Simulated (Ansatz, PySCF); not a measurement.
Barrier from R1 to the saddle point P1, each structure at its B3LYP-D3(BJ)/def2-TZVP stationary point, reached from a drawn start; harmonic modes at that level show the others as minima.
R1, C2H6 (SMILES CC) (charge 0, multiplicity 1, Z-matrix in Å and degrees):
```
C
H 1 1.0919
H 1 1.0919 2 107.56
H 1 1.0919 2 107.56 3 -115.59
C 1 1.5262 2 111.32 3 122.20
H 5 1.0919 1 111.32 2 60.00
H 5 1.0919 6 107.56 1 -122.20
H 5 1.0919 6 107.56 7 -115.59
```
P1, C2H6, a first-order saddle point (one imaginary mode, 300i cm⁻¹) (charge 0, multiplicity 1):
| atom | x (Å) | y (Å) | z (Å) |
|---|---|---|---|
| C | 0.0000 | 0.0000 | 0.7701 |
| H | 1.0130 | 0.0000 | 1.1744 |
| H | -0.5065 | 0.8773 | 1.1744 |
| H | -0.5065 | -0.8773 | 1.1744 |
| C | 0.0000 | 0.0000 | -0.7701 |
| H | 1.0130 | 0.0000 | -1.1744 |
| H | -0.5065 | 0.8773 | -1.1744 |
| H | -0.5065 | -0.8773 | -1.1744 |

P less R. No zero-point or thermal terms. No path was followed down from the saddle.

Cores are frozen in the correlated methods. CBS: X⁻³ extrapolation of the correlation energy, Hartree–Fock from the larger set.

Codes used: Ansatz (Gaussian basis) for Hartree–Fock, density functionals and correlated methods; PySCF for the D3/D4 terms. Each number belongs to the level named beside it.

Task: Estimate the barrier height that BLYP-D3(BJ)/def2-TZVPP returns for this input.

Result: 11 kJ/mol

Task: What barrier height does CCSD(T)/CBS(cc-pVTZ, cc-pVQZ) give?

Result: 11 kJ/mol

Task: Predict the barrier height from revPBE-D4/def2-TZVPP.

Result: 11 kJ/mol

Ansatz is a first-principles code.
